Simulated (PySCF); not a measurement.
## Identify the compound

The spectra below were simulated for a compound C$_{6}$H$_{9}$ClSi.

$^{1}$H NMR (500 MHz, computed): δ 6.41 (q, 1H), 6.12 (br s, 1H), 5.86 (br s, 1H), 4.98 (m, 1H), 4.74 (m, 1H), 4.27 (m, 1H), 2.07 (d, 3H).

$^{13}$C{$^{1}$H} NMR (computed): δ 151.9 (C), 151.4 (C), 135.8 (CH), 135.1 (CH2), 49.3 (CH), 18.5 (CH3).

PySCF 2.14.0 with density-fitted response routines calculation with PBE0/pcSseg-1 with gauge-including orbitals and GFN2-xTB structure; no relativistic terms, one computed conformer, isolated molecule, one averaged value for each set of equivalent atoms.

Referencing at the same level of theory: $^{1}$H and $^{13}$C vs TMS.

Problem. Choose the structure that fits.
A. C=CCC#C[SiH2]CCl
B. C=C1[SiH2][C@@H](Cl)/C1=C/C
C. C=C=C(C)[Si@H](Cl)C=C

Solution. B. 

1. The formula gives 3 degrees of unsaturation (1 ring in the answer).
2. 6 carbon signals for 6 carbons: no two carbons are equivalent.
3. Carbon types of the structure: 2 × C, 2 × CH, 1 × CH2, 1 × CH3, leaving 2 H on heteroatoms.
4. δC 151.9, 151.4: fully substituted alkene carbon; as expected for a trigonal carbon in a double bond.
5. δC 135.8: alkene CH; the olefinic region.
6. δC 135.1: terminal =CH2 carbon; an sp2 carbon of a C=C bond.
7. δC 49.3: allylic sp3 CH bonded to Cl and Si; pulled downfield by the heteroatom.
8. δH 4.27: hydrogen on an allylic sp3 CH bonded to Cl and Si; its carbon carries Cl, which withdraws density.

The others: C=C=C(C)[Si@H](Cl)C=C would give 6 signals for carbon-bound and other non-exchanging H, not 7; C=CCC#C[SiH2]CCl would give 6 signals for carbon-bound and other non-exchanging H, not 7.

Carbons that carry Cl, above all several Cl atoms, come out too deshielded, partly because spin–orbit coupling is missing. Shifts are as computed. Against solution values, carbons near 30 ppm lie about +3 ppm off and those near 130 ppm about +5 ppm; carbons on Cl a further +6 ppm. Of 1309 compounds with measured shifts, 239 miss one by over three times the rms of a fit or turn the order of signals round; such compounds aren't used in these exercises. Multiplicities follow the n + 1 count of equivalent neighbours, as no J values were calculated; m marks all less simple cases, F and P coupling included.
